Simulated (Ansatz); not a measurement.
# Nudged elastic band run: BBrClH3

The input (input.yaml):

```yaml
crystal:
  periodic: [false, false, false]
  atoms:
    - { symbol: B, position_ang: [-0.550386, -0.475087, -0.826921] }
    - { symbol: Cl, position_ang: [0.981353, -0.143987, -1.593231] }
    - { symbol: H, position_ang: [-0.694417, -1.521891, -0.308947] }
    - { symbol: H, position_ang: [-1.395688, 0.339762, -0.9064] }
    - { symbol: H, position_ang: [1.451736, 1.042082, 1.513377] }
    - { symbol: Br, position_ang: [0.207302, 0.75902, 2.122222] }
basis:
  gaussian: { orbitals: def2-TZVP }
hamiltonian:
  xc: { name: BHLYP }
  dispersion: d4
neb:
  order_check: false
  images: 7
  f_tol: 0.05
  max_iterations: 60
  final_atoms:
    - { symbol: B, position_ang: [-0.97529547, -0.36292239, 0.02129441] }
    - { symbol: Cl, position_ang: [1.85240181, 0.37110761, -1.0242391] }
    - { symbol: H, position_ang: [-0.71257163, -1.49041769, -0.18029042] }
    - { symbol: H, position_ang: [-1.41905195, 0.37525884, -0.77811523] }
    - { symbol: H, position_ang: [2.0147573, 0.81704201, 0.15757018] }
    - { symbol: Br, position_ang: [-0.76034006, 0.28983062, 1.80388016] }
  initial_path:
    images:
      - { positions_ang: [[-0.550386, -0.475087, -0.826921], [0.981353, -0.143987, -1.593231], [-0.694417, -1.521891, -0.308947], [-1.395688, 0.339762, -0.9064], [1.451736, 1.042082, 1.513377], [0.207302, 0.75902, 2.122222]] }
      - { positions_ang: [[-0.56348763, -0.43931481, -0.70064317], [1.0785683, -0.06784572, -1.46385436], [-0.68827303, -1.51206586, -0.28580553], [-1.38950318, 0.35188811, -0.88141798], [1.43796642, 0.96521386, 1.2792166], [0.12462912, 0.70202342, 2.05260443]] }
      - { positions_ang: [[-0.57658926, -0.40354263, -0.57436533], [1.1757836, 0.00829555, -1.33447771], [-0.68212907, -1.50224071, -0.26266405], [-1.38331835, 0.36401422, -0.85643596], [1.42419684, 0.88834572, 1.04505619], [0.04195623, 0.64502684, 1.98298687]] }
      - { positions_ang: [[-0.58969088, -0.36777044, -0.4480875], [1.2729989, 0.08443683, -1.20510107], [-0.6759851, -1.49241557, -0.23952258], [-1.37713353, 0.37614033, -0.83145394], [1.41042726, 0.81147758, 0.81089579], [-0.04071665, 0.58803026, 1.9133693]] }
      - { positions_ang: [[-0.60279251, -0.33199825, -0.32180967], [1.37021421, 0.16057811, -1.07572443], [-0.66984114, -1.48259042, -0.21638111], [-1.3709487, 0.38826644, -0.80647192], [1.39665768, 0.73460944, 0.57673538], [-0.12338954, 0.53103368, 1.84375173]] }
      - { positions_ang: [[-0.69591825, -0.33972928, -0.23603365], [1.49076111, 0.21321048, -1.0628531], [-0.68052376, -1.48454724, -0.20735843], [-1.38297451, 0.38501454, -0.79938275], [1.55118259, 0.75521758, 0.47194408], [-0.28262717, 0.47073292, 1.83378384]] }
      - { positions_ang: [[-0.78904399, -0.34746032, -0.15025763], [1.61130801, 0.26584286, -1.04998176], [-0.69120638, -1.48650406, -0.19833576], [-1.39500033, 0.38176264, -0.79229357], [1.70570749, 0.77582572, 0.36715278], [-0.4418648, 0.41043215, 1.82381595]] }
      - { positions_ang: [[-0.88216973, -0.35519135, -0.06448161], [1.73185491, 0.31847523, -1.03711043], [-0.701889, -1.48846088, -0.18931309], [-1.40702614, 0.37851074, -0.7852044], [1.8602324, 0.79643387, 0.26236148], [-0.60110243, 0.35013139, 1.81384805]] }
      - { positions_ang: [[-0.97529547, -0.36292239, 0.02129441], [1.85240181, 0.37110761, -1.0242391], [-0.71257163, -1.49041769, -0.18029042], [-1.41905195, 0.37525884, -0.77811523], [2.0147573, 0.81704201, 0.15757018], [-0.76034006, 0.28983062, 1.80388016]] }
```

Run as:

```bash
$ ansatz run input.yaml --threads 4 --pin off --max-ram 5120MiB --backend cpu --events-out ev --progress --plain --runs-dir out
```

Output, in part (warnings, iteration lines, the closing report on the highest movable image, with atoms numbered from 0):

```
NEB end point (image 0): max|allowed force component| = 1.352e-2 eV/Å (the criterion of neb.relax_end_points is 1.000e-2)
NEB end point (image 8): max|allowed force component| = 2.739e-2 eV/Å (the criterion of neb.relax_end_points is 1.000e-2)
NEB iter   1: max|band force component| = 3.707e0 eV/Å  barrier→ = 1.7511 eV  barrier← = 1.6442 eV  Δτ_max = 0.2000 Å  (249 SCF iters)
NEB iter   2: max|band force component| = 2.929e0 eV/Å  barrier→ = 1.2425 eV  barrier← = 1.1356 eV  Δτ_max = 0.2000 Å  (238 SCF iters)
NEB iter   3: max|band force component| = 1.570e0 eV/Å  barrier→ = 0.8902 eV  barrier← = 0.7833 eV  Δτ_max = 0.2000 Å  (232 SCF iters)
NEB iter   4: max|band force component| = 7.171e-1 eV/Å  barrier→ = 0.8551 eV  barrier← = 0.7482 eV  Δτ_max = 0.2000 Å  (221 SCF iters)
NEB iter   5: max|band force component| = 8.937e-1 eV/Å  barrier→ = 0.8421 eV  barrier← = 0.7352 eV  Δτ_max = 0.0992 Å  (216 SCF iters)
NEB iter   6: max|band force component| = 4.138e-1 eV/Å  barrier→ = 0.8832 eV  barrier← = 0.7763 eV  CI = image 4  Δτ_max = 0.0966 Å  (217 SCF iters)
NEB iter   7: max|band force component| = 3.878e-1 eV/Å  barrier→ = 0.8914 eV  barrier← = 0.7845 eV  CI = image 4  Δτ_max = 0.0247 Å  (221 SCF iters)
NEB iter   8: max|band force component| = 9.044e-2 eV/Å  barrier→ = 0.8875 eV  barrier← = 0.7806 eV  CI = image 4  Δτ_max = 0.0375 Å  (220 SCF iters)
NEB iter   9: max|band force component| = 7.557e-2 eV/Å  barrier→ = 0.8871 eV  barrier← = 0.7802 eV  CI = image 4  Δτ_max = 0.0132 Å  (227 SCF iters)
NEB iter  10: max|band force component| = 2.640e-2 eV/Å  barrier→ = 0.8869 eV  barrier← = 0.7800 eV  CI = image 4  Δτ_max = 0.0000 Å  (554 SCF iters)
Total energy: -83293.98081437 eV, -3060.9973362402 hartree
Atom 0 at    -0.501083    -0.280573    -0.284026 Å, force     0.019441     0.009945     0.002306 eV/Å
Atom 1 at     1.292393     0.173289    -0.982327 Å, force    -0.003617     0.000383    -0.000205 eV/Å
Atom 2 at    -0.596665    -1.444637    -0.175531 Å, force    -0.006627    -0.001968     0.001976 eV/Å
Atom 3 at    -1.300814     0.426024    -0.770931 Å, force    -0.008016    -0.003799     0.000256 eV/Å
Atom 4 at     1.149878     0.599991     0.511185 Å, force     0.008955    -0.001429    -0.003814 eV/Å
Atom 5 at    -0.043809     0.525804     1.701730 Å, force    -0.010135    -0.003132    -0.000518 eV/Å
Dipole moment:     0.083675     0.031539    -0.001172 e Å
```

The forces met the threshold. A vibrational analysis at the climbing image gives one clearly imaginary mode, 997i cm⁻¹: a first-order saddle point. The orbitals stay closed-shell, which can raise the energy where a bond breaks towards radicals; this wasn't checked here.

Final band (atoms are numbered from 1 in the order of the input):

| image | path coordinate (Å) | energy (kcal/mol) | B1–Cl2 (Å) | H5–Br6 (Å) | B1–Br6 (Å) |
| --- | --- | --- | --- | --- | --- |
| 0 | 0.00 | 0.0 | 1.74 | 1.41 | 3.29 |
| 1 | 0.43 | 0.4 | 1.75 | 1.41 | 3.17 |
| 2 | 0.85 | 2.5 | 1.77 | 1.42 | 2.89 |
| 3 | 1.28 | 10.4 | 1.83 | 1.46 | 2.49 |
| 4 | 1.71 | 20.5 | 1.98 | 1.69 | 2.19 |
| 5 | 2.10 | 12.5 | 2.22 | 2.09 | 2.03 |
| 6 | 2.49 | 5.6 | 2.59 | 2.46 | 1.95 |
| 7 | 2.87 | 3.0 | 2.92 | 2.83 | 1.92 |
| 8 | 3.26 | 2.5 | 3.10 | 3.27 | 1.91 |

Run time: 3.2 min on 4 threads of Arm Neoverse N1, with other jobs on the host, peak memory 0.33 GiB.
